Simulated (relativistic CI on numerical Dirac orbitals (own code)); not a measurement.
**Spin-allowed bands of a d7 ion in a tetrahedral site, by hand**

Problem. A d7 ion in a tetrahedral site has a 4A2 ground term and spin-allowed bands at ν1 = 3260 and ν2 = 5584 cm⁻¹ (from a computed ligand-field model). Find Δ and the Racah parameter B, and predict the third band.

Working.
1. The F term splits into A2 (−1.2Δ), T2 (−0.2Δ) and T1 (+0.6Δ), so ν1 = E(T2) − E(A2) = Δ = 3260 cm⁻¹.
2. T1(F) mixes with T1(P), which lies at 15B, through an element 0.4Δ. The two roots, counted from A2, are ν2,3 = ½(15B + 3Δ) ∓ ½√[(15B − Δ)² + 12BΔ].
3. Solving the lower root for B gives B = (2ν1² + ν2² − 3ν1ν2)/(15ν2 − 27ν1) = -2175264/-4260 = 511 cm⁻¹.
4. The sum of the roots is 15B + 3Δ, so ν3 = 15B + 3ν1 − ν2 = 11855 cm⁻¹ (843 nm).

Check. The bands were computed by exact diagonalisation of the d7 shell with B = 510 and Δ = 3260 cm⁻¹, which gives ν3 = 11846 cm⁻¹. C does not enter the terms of highest spin.
